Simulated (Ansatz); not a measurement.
C2H6OSSi can be A, `C=C(S)O[SiH3]`, or B, `C=C(O)S[SiH3]`.

Computed with Ansatz on PBE0-D4/def2-TZVP structures; ΔE is electronic, products minus reactants. CCSD(T)/CBS is the MP2 limit (def2-TZVPP, def2-QZVPP) plus CCSD(T) − MP2 in def2-TZVPP, frozen cores. Functionals use def2-TZVPP. B3LYP here is the variant with VWN-RPA as its local correlation; programs differ in this. One conformer a species, not always the lowest.

(1) Which isomer does CCSD(T)/CBS put lower? Give the gap. (An estimate is asked.)

(2) Give E(B) − E(A) in kJ/mol with BLYP-D4, MP2/def2-TZVPP, CCSD/def2-TZVPP, B3LYP-D4, ωB97M-V, CCSD(T)/def2-SVP, PBE-D4. (Estimate.)

(3) Does the order hold for the free energy at 298.15 K (harmonic terms from PBE0-D4)? (Estimate.)

Largest T1 diagnostic: 0.013.

Answers

(1) Computed: A, by 25.1 kJ/mol.

(2) The calculation gave: BLYP-D4 26.9, MP2/def2-TZVPP 26.1, CCSD/def2-TZVPP 30.7, B3LYP-D4 28.6, ωB97M-V 25.3, CCSD(T)/def2-SVP 28.9, PBE-D4 12.8. None reverses the order clearly.

(3) Computed: Yes: G(B) − G(A) = +28.0 kJ/mol, for one conformer each. Modes under 60 cm⁻¹, often nearly free rotors, make the harmonic entropy too high.

In def2-TZVPP, CCSD(T) changes the Hartree–Fock value by −12.1 kJ/mol (the triples alone add −2.6 kJ/mol) and MP2 by −14.0 kJ/mol. At CCSD(T), def2-SVP lies +3.8 kJ/mol from the extrapolated value and def2-TZVPP +3.0 kJ/mol.
